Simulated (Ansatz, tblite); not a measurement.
Species of one formula, Mg4Se4 (singlet), each relaxed with r2SCAN-D4/def2-SVP in Ansatz.

The xTB rows come from tblite. Correlated methods freeze 40 core orbitals; core or outer-core shells of Mg, Se are correlated, in sets that lack core-valence functions.

Other spin states weren't relaxed.

A: (MgSe)4 ring (Mg₄Se₄)

B: (MgSe)4 cube (Mg4Se4)

**Question.** Estimate their order by electronic energy at RPA@PBE/def2-TZVP, counted from the lowest.

**Answer.** B (0.0) < A (38.1), in kcal/mol.

**Question.** Do the other levels pick the same lowest one?

**Answer.** All that were run do. Energies above each level's lowest (kcal/mol):

| level | A | B |
| --- | --- | --- |
| GFN1-xTB | 5.6 | 0.0 |
| GFN2-xTB | 40.7 | 0.0 |
| HF/STO-3G | 70.7 | 0.0 |
| HF/def2-TZVP | 25.4 | 0.0 |
| PBE-D4/def2-SVP | 40.2 | 0.0 |
| PBE-D4/def2-TZVP | 43.1 | 0.0 |
| r2SCAN-D4/def2-TZVP | 42.1 | 0.0 |
| PBE0-D4/def2-SVP | 42.7 | 0.0 |
| PBE0-D4/def2-TZVP | 45.4 | 0.0 |
| BHLYP-D4/def2-TZVP | 39.8 | 0.0 |
| RPA@PBE/def2-TZVP | 38.1 | 0.0 |
| MP2/def2-TZVP | 43.5 | 0.0 |
Point groups (tolerance 0.1 Å): A D4h, B Td. From def2-SVP to def2-TZVP the PBE0 values move by up to 2.6 kcal/mol, so results in the small set are rough.
